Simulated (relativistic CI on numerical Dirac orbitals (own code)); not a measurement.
What each ingredient does to the levels of Ar XVI

Base calculation: Dirac-Coulomb-Breit CI, orbitals from a KLI potential per configuration, QED by a radiative potential, unscaled Slater integrals.

Configurations in the expansion (outside the closed core 1s2): 2s, 2p, 3s, 3p, 3d, 4s, 4p, 4d, 4f, 5s, 5p, 5d, 5f, 5g. Levels of other configurations are missing.

The lowest level and the first level of each name with at least 55 % of one term (blank where a level has no safe partner in the second run):

```
     Level  Base (eV)  Shift (eV)
 2s 2S_1/2      0.000       0.000
2p 2P°_1/2     32.005      -0.151
2p 2P°_3/2     35.164      +0.029
 3s 2S_1/2    517.585      +0.123
3p 2P°_1/2    526.441      +0.078
3p 2P°_3/2    527.371      +0.132
 3d 2D_3/2    530.624      +0.167
 3d 2D_5/2    530.918      +0.169
 4s 2S_1/2    694.816      +0.151
4p 2P°_1/2    698.459      +0.132
4p 2P°_3/2    698.850      +0.154
 4d 2D_3/2    700.200      +0.168
 4d 2D_5/2    700.324      +0.170
4f 2F°_5/2    700.389      +0.170
```

At this charge energies of transitions that change n are usually good to better than 1 %, and those within a shell (Δn = 0) to a few per cent.

One thing was changed in a second run, which moved the levels as shown. Which?
A. configuration mixing switched off
B. QED terms removed
C. Breit term removed
D. non-relativistic limit

C. Breit term removed. The Breit term mainly narrows fine-structure intervals, so removing it widens them.
